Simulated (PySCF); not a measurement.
H2BO2 (SMILES O[B]O), doublet, at a GFN2-xTB geometry; TPSS/6-311G** in PySCF.

Input for PySCF:
```python
from pyscf import gto, scf, dft

mol = gto.M(
    atom='''
O     1.13377266    0.12435186   -0.36781878
B    -0.03360281   -0.52188624   -0.20573049
O    -1.12795819   -0.03404720    0.40341739
H     1.22824605    1.02526193   -0.02617740
H    -1.10674775    0.86173194    0.77004098
''',
    basis='6-311g**',
    spin=1,
    verbose=4,
)

mf = dft.UKS(mol)
mf.xc = 'tpss'
mf.conv_tol = 1e-4
mf.kernel()
```

### Question
Predict the main parts of the log of this PySCF run.

### Answer

```
PySCF version 2.14.0

[INPUT] verbose = 4
[INPUT] num. atoms = 5
[INPUT] num. electrons = 23
[INPUT] charge = 0
[INPUT] spin (= nelec alpha-beta = 2S) = 1
[INPUT] symmetry False subgroup None
[INPUT] Mole.unit = angstrom
[INPUT] Symbol           X                Y                Z      unit          X                Y                Z       unit  Magmom
[INPUT]  1 O      1.133772660000   0.124351860000  -0.367818780000 AA    2.142519814920   0.234990958480  -0.695076757672 Bohr   0.0
[INPUT]  2 B     -0.033602810000  -0.521886240000  -0.205730490000 AA   -0.063500107916  -0.986222061779  -0.388774281573 Bohr   0.0
[INPUT]  3 O     -1.127958190000  -0.034047200000   0.403417390000 AA   -2.131532059060  -0.064339883308   0.762348380987 Bohr   0.0
[INPUT]  4 H      1.228246050000   1.025261930000  -0.026177400000 AA    2.321048648079   1.937464253643  -0.049468116653 Bohr   0.0
[INPUT]  5 H     -1.106747750000   0.861731940000   0.770040980000 AA   -2.091450136479   1.628437359390   1.455166556892 Bohr   0.0

nuclear repulsion = 60.4700064468368
number of shells = 32
number of NR pGTOs = 109
number of NR cGTOs = 66
basis = 6-311g**
ecp = {}

******** <class 'pyscf.dft.uks.UKS'> ********
method = UKS
initial guess = minao
damping factor = 0
level_shift factor = 0
DIIS = <class 'pyscf.scf.diis.CDIIS'>
diis_start_cycle = 1
diis_space = 8
diis_damp = 0
SCF conv_tol = 0.0001
SCF conv_tol_grad = None
SCF max_cycles = 50
direct_scf = True
direct_scf_tol = 1e-13
number electrons alpha = 12  beta = 11
XC library pyscf.dft.libxc version 7.1.2
    S. Lehtola, C. Steigemann, M. J. T. Oliveira, and M. A. L. Marques,  SoftwareX 7, 1–5 (2018)
XC functionals = tpss
    J. Tao, J. P. Perdew, V. N. Staroverov, and G. E. Scuseria,  Phys. Rev. Lett. 91, 146401 (2003)
    J. P. Perdew, J. Tao, V. N. Staroverov, and G. E. Scuseria,  J. Chem. Phys. 120, 6898 (2004)
    J. Tao, J. P. Perdew, V. N. Staroverov, and G. E. Scuseria,  Phys. Rev. Lett. 91, 146401 (2003)
    J. P. Perdew, J. Tao, V. N. Staroverov, and G. E. Scuseria,  J. Chem. Phys. 120, 6898 (2004)
radial grids:
    Treutler-Ahlrichs [JCP 102, 346 (1995); DOI:10.1063/1.469408] (M4) radial grids

becke partition: Becke, JCP 88, 2547 (1988); DOI:10.1063/1.454033
pruning grids: <function nwchem_prune>
grids dens level: 3
symmetrized grids: False
atomic radii adjust function: <function treutler_atomic_radii_adjust>
small_rho_cutoff = 0
Set gradient conv threshold to 0.01
tot grids = 61832
init E= -176.882179653257

cycle= 1 E= -176.408793350883  delta_E= 0.473  |g|= 0.72  |ddm|= 1.32
cycle= 2 E= -176.007024545786  delta_E= 0.402  |g|= 1.25  |ddm|= 1.01
cycle= 3 E= -176.584051785994  delta_E= -0.577  |g|= 0.0782  |ddm|= 0.66
cycle= 4 E= -176.58663643749  delta_E= -0.00258  |g|= 0.0316  |ddm|= 0.112
cycle= 5 E= -176.587184154705  delta_E= -0.000548  |g|= 0.00251  |ddm|= 0.0373
cycle= 6 E= -176.587186469529  delta_E= -2.31e-06  |g|= 0.000728  |ddm|= 0.00224
Extra cycle  E= -176.587186482037  delta_E= -1.25e-08  |g|= 0.000802  |ddm|= 0.000896
converged SCF energy = -176.587186482037  <S^2> = 0.75265263  2S+1 = 2.0026509
```
